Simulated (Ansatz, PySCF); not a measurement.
Ga(Me)(Cl) (CH3ClGa), SMILES [Ga+]([CH3])[Cl], charge +1. Atoms are numbered in the order given.

```xyz
6

Ga     0.0000    -0.0001    -0.3673
C      0.0000     0.0000    -2.2737
H     -0.8971    -0.5179    -2.6177
H      0.8971    -0.5179    -2.6177
H      0.0000     1.0359    -2.6176
Cl     0.0000    -0.0001     1.6648
```
Charge +1, spin multiplicity 1.

Geometry optimised at ωB97X-D3(BJ)/def2-TZVP. The spin state was assumed, not searched. The isomer is the one that the SMILES or the coordinates give; other isomers of the formula were not compared.

Two levels are set side by side: PBE-D3(BJ)/def2-TZVP (Ansatz, a program for electronic structure) and ωB97X-D3(BJ)/def2-TZVP (PySCF). Each level has its own optimised geometry; the coordinates shown are those of the second. Frequencies come from the Hessian of PySCF at each geometry. Differences are taken from unrounded values.

```tsv
quantity	ωB97X-D3(BJ)	PBE-D3(BJ)	PBE-D3(BJ) minus ωB97X-D3(BJ)
mean bond length (Å)	1.443	1.455	0.012
bond Ga1–C2 (Å)	1.906	1.923	0.017
bond Ga1–Cl6 (Å)	2.032	2.054	0.022
bond C2–H3 (Å)	1.091	1.099	0.007
bond C2–H4 (Å)	1.091	1.099	0.007
bond C2–H5 (Å)	1.091	1.099	0.007
highest harmonic wavenumber (cm⁻¹)	3183	3093	-90
mean harmonic wavenumber (cm⁻¹)	1382	1330	-53
zero-point energy (kcal/mol)	23.71	22.81	-0.90
```

Exact exchange shortens and stiffens bonds; PBE has none. Differences between two approximate levels are no errors against the true value.
